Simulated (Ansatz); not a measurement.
Species: H3Cl2GaSi, SMILES `[Cl][Ga]([SiH3])[Cl]` (charge 0, multiplicity 1), formula H3Cl2GaSi.

### Question
How many basis functions does frozen-core CCSD(T)/cc-pVTZ // B3LYP-D3(BJ)/def2-TZVP (Ansatz, a quantum-chemistry and plane-wave program) use, how many core orbitals are frozen, and how many electrons are correlated?

### Answer
187 basis functions and 24 frozen orbitals, which leaves 34 correlated electrons (filled d shells below the valence shell are correlated). Core time is of the order of minutes.
